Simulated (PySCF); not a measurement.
C₆H₃FNO (charge -1).
Numbering: `[CH:1]#[C:2][CH2:3]/[C:4]([C:5]#[N:6])=[C:7](/[O-:8])[F:9]` (hydrogens: H10 on C1; H11, H12 on C3)

The geometry is computed with GFN2-xTB (gas phase).

Task: Give the optimised bond lengths and angles.

Result: 
```csv
bond,length (bohr),order
C1≡C2,2.263,triple
C2–C3,2.741,single
C3–C4,2.867,single
C4–C5,2.614,single
C5≡N6,2.190,triple
C4=C7,2.602,double
C7–O8,2.287,single
C7–F9,2.757,single
C1–H10,1.983,single
"C3–H11, C3–H12",2.071,single
```

Bonds in one row agree within 0.02 bohr and their mean is given. Orders are formal, as drawn. A selection of angles:
```csv
angle,degrees
C2–C1–H10,179.6
C1–C2–C3,177.5
C2–C3–C4,110.9
C2–C3–H11,108.8
C4–C3–H11,109.7
H11–C3–H12,108.7
C3–C4–C5,116.8
C3–C4–C7,123.3
C5–C4–C7,119.9
C4–C5–N6,176.2
C4–C7–O8,134.2
C4–C7–F9,111.4
O8–C7–F9,114.4
```

Torsions: C2–C3–C4–C5 84° (synclinal); C3–C4–C7–O8 180° (antiperiplanar). The mirror-image conformer, all signs reversed, is as good.

The 5 C–C bonds span 1.198 Å (C1≡C2, drawn triple) to 1.517 Å (C3–C4, drawn single), a spread of 0.319 Å. C4 (carbon bonded to 3 C) is planar (angles 123.3°, 119.9° and 116.8°, sum 360.0°, 0.01 Å off the plane of its three neighbours). C7 (vinylic C–F carbon) is planar (angles 134.2°, 114.4° and 111.4°, sum 360.0°, 0.01 Å off the plane of its three neighbours). Of the pairs four or more bonds apart, F9···H11 is among the closest relative to their van der Waals radii: 2.32 Å, 87 % of the sum of Bondi's values.

Point group: C1 (no symmetry element, even within 0.4 Å). Not checked by GFN2-xTB frequencies.
